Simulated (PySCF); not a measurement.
## Peak assignment

Structure with atom numbers: `[H]/[N:1]=[CH:2]\[CH2:3][CH2:4][B:5]([F:6])[F:7]`. Each H is labelled by its parent atom.

PySCF calculation with PBE0-D3(BJ)/def2-SVP structure, shielding tensors at KT2/pcSseg-2 (GIAO) and B3LYP/pcJ-1 coupling constants (spin–dipole term only in couplings to heteroatoms); non-relativistic Hamiltonian, one conformer, in vacuum, fast rotation and ring inversion assumed for equivalent nuclei.

Chemical shifts δ = σref − σ; TMS for 13C (σref 182.28), 1H (σref 31.18), all at this level.

(1) Assign these signals to the numbered atoms. 13C{1H} NMR (computed): δ 174.6 (CH), 42.4 (CH2, t, J = 2.4 Hz), 10.7 (CH2, t, J = 30.1 Hz).

(2) Assign these signals to the numbered atoms. 1H NMR (600 MHz, computed): δ 9.10 (br s, 1H), 7.59 (t, J = 5.8 Hz, 1H), 2.14 (td, J = 8.4, 5.8 Hz, 2H), 1.22 (tt, J = 8.4, 3.5 Hz, 2H).

Results:

(1) 
| δ (ppm) | atoms | environment | reason |
| --- | --- | --- | --- |
| 174.6 | C2 | C=N carbon | – |
| 42.4 | C3 | sp3 CH2 | aliphatic region, no heteroatom directly attached |
| 10.7 | C4 | sp3 CH2 bonded to B | – |

(2) 
| δ (ppm) | atoms | environment | reason |
| --- | --- | --- | --- |
| 9.10 | H(N1) | hydrogen on an imine nitrogen | exchangeable, gas-phase position |
| 7.59 | H(C2) | hydrogen on a C=N carbon | – |
| 2.14 | H(C3) | hydrogen on an sp3 CH2 | – |
| 1.22 | H(C4) | hydrogen on an sp3 CH2 bonded to B | – |

OH/NH shifts are gas-phase values; hydrogen bonding in solution moves them, usually downfield. A carbon bonded to boron is broadened by the quadrupolar boron nucleus and is often missing from a measured spectrum. C–F couplings over four or more bonds (about 3 Hz to the para carbon of a fluoroarene) are left out. Multiplet labels drop couplings under 1 Hz and merge nearly equal ones. Unscaled 3J(H,H) at this level run about 10 % above measured values. Shifts are as computed. Against solution values, carbons near 30 ppm lie about +3 ppm off and those near 130 ppm about -1 ppm. Of 1313 compounds with measured shifts, 239 miss one by over three times the rms of a fit or turn the order of signals round; such compounds aren't used in these exercises. Couplings across =CH–CH2 type bonds come from one rotamer and its mirror image, and can be 1–2 Hz further off. Couplings to exchangeable protons are dropped. Across freely rotating sp3–sp3 bonds, 3J(H,H) is taken as (2 J gauche + J anti)/3 from the one conformer, which assumes equal rotamer populations. Only one conformer was computed, so three-bond couplings in flexible chains and rings are approximate.
